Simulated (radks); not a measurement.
Spherical jellium clusters: N electrons in a uniform positive sphere of charge N and radius rs N^(1/3), rs = 3.53 bohr. Calculated with a radial shooting solver with Libxc functionals: non-relativistic Kohn-Sham, LDA (Slater exchange, Perdew-Wang correlation), spin-polarised, spherical densities. Levels are named by radial order and angular momentum (1s, 1p, 1d, 2s, ...), and open shells are averaged over m.

N = 11, configuration 1s2 1p6 1d(up 3, down 0). This is the lowest configuration that the search found. Occupied and some empty levels:

| level | occupation | eigenvalue (eV) | <r> (bohr) |
|---|---|---|---|
| 1s up | 1 | -5.7020 | 5.094 |
| 1s down | 1 | -5.4073 | 4.938 |
| 1p up | 3 | -4.3440 | 6.161 |
| 1p down | 3 | -3.9648 | 6.126 |
| 1d up | 3 | -2.7070 | 7.104 |
| 1d down | 0 | -2.3129 | 7.181 |
| 2s up | 0 | -2.1389 | 6.785 |
| 2s down | 0 | -1.9305 | 6.951 |
| 1f up | 0 | -0.95627 | 8.300 |
| 2p up | 0 | -0.73470 | 9.785 |
| 1f down | 0 | -0.61141 | 8.630 |
| 2p down | 0 | -0.57391 | 10.32 |

Energy (eV): total -18.2951, kinetic 24.063, external -489.47, Hartree 238.82, exchange-correlation -43.352, background 251.64.

Electron density:

| r (bohr) | n(r) (e/bohr^3) |
|---|---|
| 0.588 | 0.003310 |
| 1.24 | 0.003703 |
| 1.90 | 0.004309 |
| 2.55 | 0.005023 |
| 3.21 | 0.005706 |
| 3.87 | 0.006198 |
| 4.52 | 0.006345 |
| 5.17 | 0.006041 |
| 5.83 | 0.005279 |
| 6.49 | 0.004186 |
| 7.14 | 0.002990 |
| 7.80 | 0.001928 |
| 8.45 | 0.001143 |
| 9.11 | 0.0006402 |
| 9.76 | 0.0003439 |
| 10.4 | 0.0001794 |
| 11.1 | 0.00009239 |
| 11.7 | 0.00004644 |
| 12.4 | 0.00002337 |
| 13.0 | 0.00001156 |
